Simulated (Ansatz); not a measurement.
Consider the substitution at a C–C bond: `CCC[SiH2]O` + `OBCl` → `CCOBCl` + `C[SiH2]O`.

Calculated with Ansatz (gas phase, PBE0-D4/def2-TZVP geometries, no zero-point term in ΔE). CCSD(T)/CBS is the MP2 limit (def2-TZVPP, def2-QZVPP) plus CCSD(T) − MP2 in def2-TZVPP, frozen cores. This one scheme is used for every species. Functionals use def2-TZVPP. B3LYP here is the variant with VWN-RPA as its local correlation; programs differ in this. Each species was taken in one conformer, which may not be the lowest.

CCSD(T)/CBS gives +0.29 eV.

(1) Another level gave +0.23 eV. Which?
A. MP2/def2-TZVPP
B. B3LYP/def2-TZVPP
C. PBE/def2-TZVPP
D. ωB97M-V/def2-TZVPP

Largest T1 diagnostic among the species: 0.012.

Results:

(1) C. PBE 0.23, ωB97M-V 0.27, B3LYP 0.15, MP2/def2-TZVPP 0.33 eV.

The D4 term adds +0.07 eV with B3LYP and +0.04 eV with PBE0; it sums over pairs of atoms, weighted by their polarisabilities, and B3LYP, whose exchange is more repulsive, gets the larger term. In def2-TZVPP, CCSD(T) changes the Hartree–Fock value by +0.15 eV (the triples alone add +0.01 eV) and MP2 by +0.20 eV.
